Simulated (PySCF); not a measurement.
# Dipole response of Mo²⁺ (molybdenum, charge +2)

[Kr] 4d4, high-spin 5D determinant. All numbers are calculated (PySCF 2.14, scalar relativity by spin-free X2C-1e, in ANO-RCC-VTZP (7s6p4d2f1g, 68 functions)). Coupled (time-dependent) response in atomic units; α is the mean over directions. The basis has no added diffuse functions, which lowers α and C₆.

```
 method  mean α (bohr³)         α xx, yy, zz  C₆ (like pair)  S(−4)
r2SCANh           9.248  8.656, 8.656, 10.43           50.07  33.78
```

S(−4) is the Cauchy moment in α(ω) = α(0) + S(−4) ω² + …

Spin-orbit coupling is absent.

α(iu) at r2SCANh:

| u (hartree) | α(iu) (bohr³) |
| --- | --- |
| 0 | 9.248 |
| 0.0500 | 9.165 |
| 0.100 | 8.932 |
| 0.200 | 8.188 |
| 0.300 | 7.348 |
| 0.500 | 5.938 |
| 0.750 | 4.694 |
| 1.00 | 3.789 |
| 1.50 | 2.560 |
| 2.00 | 1.805 |
| 3.00 | 1.006 |
| 5.00 | 0.4324 |

A single London oscillator, α(iu) = α/(1 + u²/ω²), gives C₆ = (3/4) ω α². Matching the computed C₆ needs ω = 4 × 50.07 / (3 × 9.248²) = 0.781 hartree.

For an ion, C₆ is the dispersion term alone; charge-induced terms of lower order in 1/R come first.

The components differ because the open shell of this determinant is not spherical; for a pure term their mean is the scalar polarisability.
